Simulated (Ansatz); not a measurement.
Consider the ligand exchange at the Si–Te bond: `O=C[Te][SiH3]` + `S[CH2][GeH3]` → `[SiH3]S[CH2][GeH3]` + `O=C[TeH]`.

Computed with Ansatz on PBE0-D4/def2-TZVP structures; ΔE is electronic, products minus reactants. CBS: MP2 limit from def2 TZ/QZ plus the TZ coupled-cluster correction, frozen cores. DFT in def2-TZVPP. Elements past krypton have def2 core potentials. For Ge, Te outer-core shells are correlated without core-valence functions, which leaves a few kJ/mol of doubt a bond. Scalar relativity is left out up to krypton. Each species was taken in one conformer, which may not be the lowest.

Is it downhill or uphill in electronic energy at CCSD(T)/CBS, and by how much? (Estimate.)

Computed: Uphill: ΔE = +0.05 eV.

What do these levels give: PBE-D4, PBE0-D4, B2PLYP, PBE, r2SCAN, PBE0, HF/def2-TZVPP, SCS-MP2/def2-TZVPP, HF/def2-QZVPP, HF/CBS(def2), MP2/CBS(def2), CCSD/CBS(def2)? (Estimate.)

Ansatz gave: PBE-D4 0.07, PBE0-D4 0.06, B2PLYP 0.03, PBE 0.07, r2SCAN 0.04, PBE0 0.06, HF/def2-TZVPP -0.02, SCS-MP2/def2-TZVPP 0.02, HF/def2-QZVPP -0.02, HF/CBS(def2) -0.02, MP2/CBS(def2) 0.08, CCSD/CBS(def2) 0.04 eV.

Largest T1 diagnostic among the species: 0.016.

In def2-TZVPP, CCSD(T) changes the Hartree–Fock value by +0.04 eV (the triples alone add +0.01 eV) and MP2 by +0.07 eV.
